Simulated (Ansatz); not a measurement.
Cost and result for the atomization energy of C2H4F2OSi (`O=CC(F)(F)[SiH3]`) (10 atoms, 9 bonds).

```csv
atom,x (Å),y (Å),z (Å)
O1,-1.4828,1.6520,0.7983
C2,-0.4831,1.0510,1.0540
C3,0.4705,0.5391,-0.0149
F4,1.7107,0.4233,0.5544
F5,0.5617,1.4448,-1.0211
Si6,-0.0600,-1.1758,-0.7428
H7,-0.1862,0.7772,2.0874
H8,-0.2153,-2.1190,0.3911
H9,1.0280,-1.6035,-1.6511
H10,-1.3435,-0.9891,-1.4554
```

Charge 0, multiplicity 1. All single points use the PBE0-D4/def2-TZVP geometry. It is one conformer, not always the lowest. Program: Ansatz. All runs use 4 threads of an Arm Neoverse V1 on a shared host. Times are those of one run each, without the atoms' runs, and a repeat can differ threefold. Electronic energies, without spin–orbit coupling; frozen cores. CCSD(T)/CBS adds CCSD(T) − MP2 in def2-TZVPP to the MP2 limit, and its time is that of the two runs behind it. T1 = 0.014. B3LYP takes the VWN-RPA correlation (the form of Gaussian; ORCA's B3LYP/G).

CCSD(T)/CBS is a level of theory with its own doubt, some kJ/mol a heavy atom from the limit and from the frozen cores, so smaller differences don't rank the functionals.

```
                             level  functions  wall time
   PBE-D4/def2-TZVPP (with forces)        253      2.6 s
                PBE0-D4/def2-TZVPP        253      3.1 s
 B3LYP-D4/def2-TZVPP (with forces)        253      4.8 s
r2SCAN-D4/def2-TZVPP (with forces)        253      5.5 s
                 B2PLYP/def2-TZVPP        253      6.5 s
                ωB97X-V/def2-TZVPP        253        8 s
  ωB97M-V/def2-TZVPP (with forces)        253       12 s
                    MP2/def2-QZVPP        475       25 s
                CCSD(T)/def2-TZVPP        253    4.2 min
                 CCSD(T)/CBS(def2)          –    4.6 min
```

What atomization energy does each give, and how far from CCSD(T)/CBS? (Estimate.)

Computed: 
```tsv
level	atomization (kcal/mol)	difference from CCSD(T)/CBS	per bond
PBE-D4/def2-TZVPP (with forces)	925.3	30.0	3.3
PBE0-D4/def2-TZVPP	895.9	0.6	0.1
B3LYP-D4/def2-TZVPP (with forces)	893.6	-1.7	-0.2
r2SCAN-D4/def2-TZVPP (with forces)	900.1	4.8	0.5
B2PLYP/def2-TZVPP	885.3	-10.0	-1.1
ωB97X-V/def2-TZVPP	901.2	5.9	0.7
ωB97M-V/def2-TZVPP (with forces)	899.3	4.0	0.5
MP2/def2-QZVPP	910.4	15.1	1.7
CCSD(T)/def2-TZVPP	869.5	-25.8	-2.9
CCSD(T)/CBS(def2)	895.3	0.0	0.0
```

From PBE to PBE0 (25 % exact exchange), in def2-TZVPP and without D4, the atomization energy moves by −28.7 kcal/mol: exact exchange takes away binding that semilocal exchange gives to molecules. The D4 term adds +7.7 kcal/mol with B3LYP and +4.0 kcal/mol with PBE0; it sums over pairs of atoms, weighted by their polarisabilities, and B3LYP, whose exchange is more repulsive, gets the larger term. In def2-TZVPP, CCSD(T) changes the Hartree–Fock value by +248.1 kcal/mol (the triples alone add +17.5 kcal/mol) and MP2 by +273.7 kcal/mol; breaking electron pairs costs correlation energy, which Hartree–Fock lacks.
